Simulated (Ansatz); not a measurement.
A first, cheap relaxation of FH4O2Si2, SMILES `O[SiH][SiH](O)F` radical.

```yaml
crystal:
  periodic: [false, false, false]
  atoms:
    - {symbol: O, position_ang: [-1.461400, 1.528900, -0.288400]}
    - {symbol: Si, position_ang: [0.050800, 1.406400, 0.250100]}
    - {symbol: Si, position_ang: [0.701100, -0.825700, 0.283400]}
    - {symbol: O, position_ang: [-0.231100, -1.718800, 1.223200]}
    - {symbol: F, position_ang: [0.659900, -1.444600, -1.201700]}
    - {symbol: H, position_ang: [-1.617800, 1.726600, -1.258000]}
    - {symbol: H, position_ang: [0.946800, 2.204900, -0.655000]}
    - {symbol: H, position_ang: [2.153500, -0.938300, 0.816000]}
    - {symbol: H, position_ang: [-1.113200, -1.985600, 0.813300]}
basis:
  gaussian: {orbitals: def2-SVP}
magnetization: {spin_polarized: true, initial_magnetization: 1}
hamiltonian: {xc: pbe, dispersion: d4}
relax: {f_tol: 0.03, max_steps: 200}
```

```sh
$ ansatz run in.yaml --threads 2 --pin off --events-out ev --progress --plain --max-ram 32768MiB --backend cpu
```

Shortened log:

```
Functional definition: PBE
mean field -22607.72906893 eV, -830.8187192141 hartree, gradient 2.0e-5 eV, S^2 0.752688; 0 other end points of the search recorded, 0 dependent functions left out
relax step   1: F+E_penalty+E_count = -22607.93576453 eV  Δ(F+E_penalty+E_count) = +0.000e0 eV  max|allowed force component| = 2.951e0 eV/Å  Δτ_max = 0.0000 Å  (30 SCF iters, accepted)
mean field -22607.97703392 eV, -830.8278317594 hartree, gradient 1.5e-5 eV, S^2 0.752534; 0 other end points of the search recorded, 0 dependent functions left out
relax step   2: F+E_penalty+E_count = -22608.18055309 eV  Δ(F+E_penalty+E_count) = -2.448e-1 eV  max|allowed force component| = 1.844e0 eV/Å  Δτ_max = 0.1918 Å  (31 SCF iters, accepted)
mean field -22608.06976103 eV, -830.8312394178 hartree, gradient 8.1e-6 eV, S^2 0.752404; 0 other end points of the search recorded, 0 dependent functions left out
relax step   3: F+E_penalty+E_count = -22608.27280114 eV  Δ(F+E_penalty+E_count) = -9.225e-2 eV  max|allowed force component| = 1.697e0 eV/Å  Δτ_max = 0.1132 Å  (32 SCF iters, accepted)
mean field -22608.14016447 eV, -830.8338266965 hartree, gradient 2.6e-5 eV, S^2 0.752294; 0 other end points of the search recorded, 0 dependent functions left out
relax step   4: F+E_penalty+E_count = -22608.34474975 eV  Δ(F+E_penalty+E_count) = -7.195e-2 eV  max|allowed force component| = 4.456e-1 eV/Å  Δτ_max = 0.1531 Å  (30 SCF iters, accepted)
mean field -22608.15835184 eV, -830.8344950701 hartree, gradient 2.6e-5 eV, S^2 0.752188; 0 other end points of the search recorded, 0 dependent functions left out
relax step   5: F+E_penalty+E_count = -22608.36475749 eV  Δ(F+E_penalty+E_count) = -2.001e-2 eV  max|allowed force component| = 7.383e-1 eV/Å  Δτ_max = 0.1863 Å  (31 SCF iters, accepted)
mean field -22608.15947164 eV, -830.8345362218 hartree, gradient 1.4e-5 eV, S^2 0.752063; 0 other end points of the search recorded, 0 dependent functions left out
relax step   6: F+E_penalty+E_count = -22608.36627238 eV  Δ(F+E_penalty+E_count) = -1.515e-3 eV  max|allowed force component| = 6.598e-1 eV/Å  Δτ_max = 0.2000 Å  (37 SCF iters, accepted)
mean field -22608.19093282 eV, -830.8356923990 hartree, gradient 2.4e-5 eV, S^2 0.752103; 0 other end points of the search recorded, 0 dependent functions left out
relax step   7: F+E_penalty+E_count = -22608.40034773 eV  Δ(F+E_penalty+E_count) = -3.408e-2 eV  max|allowed force component| = 3.724e-1 eV/Å  Δτ_max = 0.1530 Å  (31 SCF iters, accepted)
mean field -22608.20371374 eV, -830.8361620891 hartree, gradient 1.9e-5 eV, S^2 0.752076; 0 other end points of the search recorded, 0 dependent functions left out
relax step   8: F+E_penalty+E_count = -22608.41558208 eV  Δ(F+E_penalty+E_count) = -1.523e-2 eV  max|allowed force component| = 6.286e-1 eV/Å  Δτ_max = 0.1907 Å  (32 SCF iters, accepted)
mean field -22608.22339854 eV, -830.8368854922 hartree, gradient 2.3e-5 eV, S^2 0.752074; 0 other end points of the search recorded, 0 dependent functions left out
relax step   9: F+E_penalty+E_count = -22608.43580676 eV  Δ(F+E_penalty+E_count) = -2.022e-2 eV  max|allowed force component| = 3.075e-1 eV/Å  Δτ_max = 0.0727 Å  (30 SCF iters, accepted)
mean field -22608.23327625 eV, -830.8372484914 hartree, gradient 1.5e-5 eV, S^2 0.752110; 0 other end points of the search recorded, 0 dependent functions left out
relax step  10: F+E_penalty+E_count = -22608.44624438 eV  Δ(F+E_penalty+E_count) = -1.044e-2 eV  max|allowed force component| = 2.379e-1 eV/Å  Δτ_max = 0.0830 Å  (30 SCF iters, accepted)
mean field -22608.23655686 eV, -830.8373690515 hartree, gradient 1.0e-5 eV, S^2 0.752100; 0 other end points of the search recorded, 0 dependent functions left out
relax step  11: F+E_penalty+E_count = -22608.44983572 eV  Δ(F+E_penalty+E_count) = -3.591e-3 eV  max|allowed force component| = 1.845e-1 eV/Å  Δτ_max = 0.0854 Å  (31 SCF iters, accepted)
mean field -22608.23825289 eV, -830.8374313793 hartree, gradient 1.3e-5 eV, S^2 0.752097; 0 other end points of the search recorded, 0 dependent functions left out
relax step  12: F+E_penalty+E_count = -22608.45139118 eV  Δ(F+E_penalty+E_count) = -1.555e-3 eV  max|allowed force component| = 8.590e-2 eV/Å  Δτ_max = 0.0183 Å  (33 SCF iters, accepted)
mean field -22608.23861250 eV, -830.8374445950 hartree, gradient 1.3e-5 eV, S^2 0.752098; 0 other end points of the search recorded, 0 dependent functions left out
relax step  13: F+E_penalty+E_count = -22608.45179835 eV  Δ(F+E_penalty+E_count) = -4.072e-4 eV  max|allowed force component| = 2.494e-2 eV/Å  Δτ_max = 0.0078 Å  (34 SCF iters, accepted)
mean field -22608.23861250 eV, -830.8374445950 hartree, gradient 1.3e-5 eV, S^2 0.752098; 1 other end points of the search recorded, 0 dependent functions left out
Total energy: -22608.45183306 eV, -830.8452803057 hartree
Atom 0 at    -1.414088     1.017714    -0.041873 Å, force     0.024935     0.007033    -0.008387 eV/Å
Atom 1 at     0.266453     1.358510     0.032721 Å, force     0.015411     0.005557    -0.018610 eV/Å
Atom 2 at     0.920181    -0.899030     0.272588 Å, force    -0.007381     0.020743     0.023681 eV/Å
Atom 3 at    -0.520203    -1.572099     0.776371 Å, force    -0.014884     0.000415    -0.011013 eV/Å
Atom 4 at     1.410153    -1.514823    -1.170749 Å, force     0.012798    -0.011641    -0.002107 eV/Å
Atom 5 at    -1.984731     1.708851    -0.422937 Å, force    -0.016209    -0.003194     0.004476 eV/Å
Atom 6 at     0.691729     2.095201    -1.228432 Å, force    -0.011208    -0.005444     0.017693 eV/Å
Atom 7 at     1.991908    -1.239463     1.258457 Å, force    -0.002326    -0.001197    -0.016563 eV/Å
Atom 8 at    -1.272801    -1.001060     0.506754 Å, force    -0.001136    -0.012272     0.010831 eV/Å
Dipole moment:    -0.274020     0.570406    -0.034062 e Å
```

Run time 29 s (2 threads of an AMD EPYC 7R13 on a shared host); peak host memory 0.17 GiB.
